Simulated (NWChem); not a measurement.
# C₂H₃FO₂Si; SMILES O=C1OC[Si@H]1F

```xyz
9

O      1.3409    -1.8472     0.0620
C      0.4709    -1.0271    -0.0116
O     -0.8807    -1.2929     0.2412
C     -1.5576     0.0032     0.1265
Si     0.0617     0.8289    -0.4463
F      0.6816     2.0134     0.4984
H     -2.3931    -0.0714    -0.5982
H     -1.9536     0.3186     1.1134
H      0.1871     1.2925    -1.8676
```
Atoms are numbered in this order, from 1.

Results from NWChem. The geometry was optimised at PBE-D3(BJ)/def2-SVP.

Q: Taking PBE0/pcseg-2 as the yardstick, which of these has the fewest basis functions while keeping “highest occupied level (eV)” within 0.1 eV of it: PBE0/def2-SVP; PBE0/aug-pcseg-1; PBE0/pcseg-1; PBE0/STO-3G?

A: PBE0/pcseg-1.
```json
[
 {"level": "PBE0/STO-3G", "basis functions": "37", "highest occupied level (eV)": "-3.91", "relative time (rough)": "1"},
 {"level": "PBE0/pcseg-1", "basis functions": "103", "highest occupied level (eV)": "-8.07", "relative time (rough)": "4"},
 {"level": "PBE0/def2-SVP", "basis functions": "103", "highest occupied level (eV)": "-7.86", "relative time (rough)": "3"},
 {"level": "PBE0/aug-pcseg-1", "basis functions": "169", "highest occupied level (eV)": "-8.09", "relative time (rough)": "20"},
 {"level": "PBE0/pcseg-2", "basis functions": "226", "highest occupied level (eV)": "-8.04", "relative time (rough)": "20"}
]
```

The yardstick is one finite set, not the basis-set limit.
